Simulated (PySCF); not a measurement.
C2H9FO2Si2.
InChI=1S/C2H9FO2Si2/c1-4-2-7(3)5-6/h7H,2H2,1,6H3/t7-/m0/s1

Level of theory: TDDFT CAM-B3LYP/def2-SVPD, vertical, gas phase, core orbitals frozen in the response in PySCF 2.14.0, density-fitted response routines. Isolated species at its GFN2-xTB geometry (one conformer only). Torsions of this conformer, `[CH3:1][O:2][CH2:3][Si@@H:4]([F:5])[O:6][SiH3:7]`: C1–O2–C3–Si4 -174°, O2–C3–Si4–F5 -89°, C3–Si4–O6–Si7 -13°.

Orbital energies (eV): HOMO-3 -10.93, HOMO-2 -10.44, HOMO-1 -9.87, HOMO -9.41, LUMO 1.01, LUMO+1 1.17, LUMO+2 1.61.

Computed singlets:

| state | E (eV) | f |
| --- | --- | --- |
| S1 | 7.20 | 0.012 |
| S2 | 7.56 | 0.011 |
| S3 | 7.78 | 0.024 |
| S4 | 7.94 | 0.0073 |
| S5 | 8.19 | 0.0039 |
| S6 | 8.25 | 0.010 |
| S7 | 8.34 | 0.024 |
| S8 | 8.37 | 0.012 |

Question: Which orbital pair leads each of S1 and S3, and how does its energy difference Δε compare with the excitation energy?

Answer: 

```json
{"state": "S1", "leading configuration": "HOMO→LUMO", "weight": "0.78", "Δε (eV)": "10.42", "E (eV)": "7.20", "E − Δε (eV)": "-3.22", "f": "0.012", "other configurations": "H→L+5 (9%)"}
{"state": "S3", "leading configuration": "HOMO→LUMO+1", "weight": "0.62", "Δε (eV)": "10.58", "E (eV)": "7.78", "E − Δε (eV)": "-2.81", "f": "0.024", "other configurations": "H→L+2 (11%)"}
```

E − Δε runs from -3.22 to -2.81 eV. Among themselves, these states come in the order of their orbital differences.

H and L stand for HOMO and LUMO. The other states: S2 7.56 eV, f 0.011, H-1→L (60%), H-1→L+1 (14%), H→L+1 (12%); S4 7.94 eV, f 0.0073, H-2→L (52%), H-2→L+1 (26%); S5 8.19 eV, f 0.0039, H-3→L (19%), H→L+2 (15%), H-1→L+5 (12%); S6 8.25 eV, f 0.010, H→L+4 (38%), H-1→L+1 (21%), H→L+2 (9%); S7 8.34 eV, f 0.024, H-1→L+1 (20%), H-1→L+2 (19%), H-1→L (14%); S8 8.37 eV, f 0.012, H-1→L+4 (26%), H→L+3 (18%), H→L+2 (18%).

Triplets, Tamm–Dancoff:

| state | E (eV) | λ (nm) | main configurations (H = HOMO, L = LUMO) |
| --- | --- | --- | --- |
| T1 | 6.90 | 179.7 | H→L (66%), H→L+5 (14%) |
| T2 | 7.21 | 171.9 | H-1→L (56%), H-1→L+1 (16%) |
| T3 | 7.46 | 166.3 | H-2→L (51%), H-2→L+1 (24%) |

Summed over the main configurations (up to three a state, each over 8%) of all 8 singlets, the electron leaves HOMO with weight 2.71, HOMO-1 with weight 1.86, HOMO-2 with weight 0.78 and HOMO-3 with weight 0.19.

Without π bonds the low states are Rydberg-like; a valence basis with one diffuse set may place them up to an eV too high.
